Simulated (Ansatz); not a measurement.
```yaml
crystal:
  periodic: [false, false, false]
  atoms:
    - {symbol: C, position_ang: [-1.315766, 0.930289, -0.303823]}
    - {symbol: C, position_ang: [-0.228515, 0.014361, 0.388488]}
    - {symbol: C, position_ang: [-0.193505, -1.165569, -0.353460]}
    - {symbol: B, position_ang: [1.697829, -0.899563, -0.113612]}
    - {symbol: C, position_ang: [1.170417, 0.514187, 0.319095]}
    - {symbol: H, position_ang: [-2.347827, 0.412888, -0.182555]}
    - {symbol: H, position_ang: [-1.457326, 1.918318, 0.266535]}
    - {symbol: H, position_ang: [-1.115015, 1.152606, -1.250962]}
    - {symbol: H, position_ang: [-0.535144, 0.051722, 1.405564]}
    - {symbol: H, position_ang: [-0.523574, -2.174137, 0.054163]}
    - {symbol: H, position_ang: [-0.220923, -1.241440, -1.285010]}
    - {symbol: H, position_ang: [2.484201, -1.666856, 0.406165]}
    - {symbol: H, position_ang: [1.685154, 1.183337, 0.967496]}
    - {symbol: H, position_ang: [1.359828, 1.053462, -0.761758]}
basis:
  gaussian: {orbitals: "6-31++G**", fitting: {mean_field: def2-universal-jkfit}}
hamiltonian: {xc: {name: PBE0-DH}}
output: {forces: true}
```

```sh
$ ansatz run in.yaml --threads 4 --pin off --events-out ev --progress --plain --max-ram 10444MiB
```

Output, abridged:

```
Functional definition: PBE0-DH
  name "PBE0-DH"
  cite "Brémond & Adamo, J. Chem. Phys. 135, 024106 (2011) doi:10.1063/1.3604569"
  cite "Perdew, Burke & Ernzerhof, Phys. Rev. Lett. 77, 3865 (1996) doi:10.1103/PhysRevLett.77.3865"
  parameter a = 1/2
  parameter c = 1/8
  exchange = (1 - a)*pbe_x + a*exact_x
  correlation = (1 - c)*pbe_c + c*(mp2_os + mp2_ss)
537 factors; integrals over basis functions are off by at most 2.7e-1 eV
mean field evaluation 1: about -4946.0438 eV, gradient 6.9e1 eV
mean field evaluation 2: about -4946.0441 eV, gradient 6.9e1 eV
mean field evaluation 4: about -4957.9145 eV, gradient 7.9e0 eV
mean field evaluation 8: about -4958.0933 eV, gradient 4.7e-2 eV
mean field evaluation 16: about -4958.0941 eV, gradient 1.0e-4 eV
mean field -4958.09412301 eV, -182.2065983037 hartree, gradient 4.7e-6 eV, S^2 0.000000; 0 other end points of the search recorded, 0 dependent functions left out
5 core orbitals not correlated: weight in the atoms' cores, before any rotation towards them, 1.000 or more for the frozen orbitals, at most 0.000 for the correlated occupied ones
reference -4958.09417382 eV, -182.2066001709 hartree; 14, 14 occupied and 130, 130 virtual orbitals, 537 factors
second order -22.46431704 eV of doubles, -0.00000000 eV of singles
the calculation of the forces begins
Total energy: -4960.90221345 eV, -182.3097937240 hartree
Atom 0 at    -1.315766     0.930289    -0.303823 Å, force    -2.458621    -0.033356     6.471080 eV/Å
Atom 1 at    -0.228515     0.014361     0.388488 Å, force    -3.025198     5.671879    -0.227411 eV/Å
Atom 2 at    -0.193505    -1.165569    -0.353460 Å, force     4.878128    -6.281403     6.882646 eV/Å
Atom 3 at     1.697829    -0.899563    -0.113612 Å, force    -3.441636    -1.093508     2.375121 eV/Å
Atom 4 at     1.170417     0.514187     0.319095 Å, force     2.742353     0.879493    -4.344853 eV/Å
Atom 5 at    -2.347827     0.412888    -0.182555 Å, force     1.759214     0.727485    -0.533286 eV/Å
Atom 6 at    -1.457326     1.918318     0.266535 Å, force     0.356797    -1.231843    -0.820430 eV/Å
Atom 7 at    -1.115015     1.152606    -1.250962 Å, force     0.930112     0.672548    -4.283425 eV/Å
Atom 8 at    -0.535144     0.051722     1.405564 Å, force    -0.225224    -1.067732     1.053835 eV/Å
Atom 9 at    -0.523574    -2.174137     0.054163 Å, force     0.356845     1.414927    -0.144871 eV/Å
Atom 10 at    -0.220923    -1.241440    -1.285010 Å, force    -1.374857     0.440499    -8.555669 eV/Å
Atom 11 at     2.484201    -1.666856     0.406165 Å, force     0.257571     0.412964    -0.943489 eV/Å
Atom 12 at     1.685154     1.183337     0.967496 Å, force     0.046780     0.419042     1.056801 eV/Å
Atom 13 at     1.359828     1.053462    -0.761758 Å, force    -0.802266    -0.930994     2.013953 eV/Å
Dipole moment:     0.098079     0.107235    -0.037297 e Å
```

Hardware: 4 threads of an Arm Neoverse V2 on a shared host. Wall time 4.1 s, peak host memory 0.28 GiB.
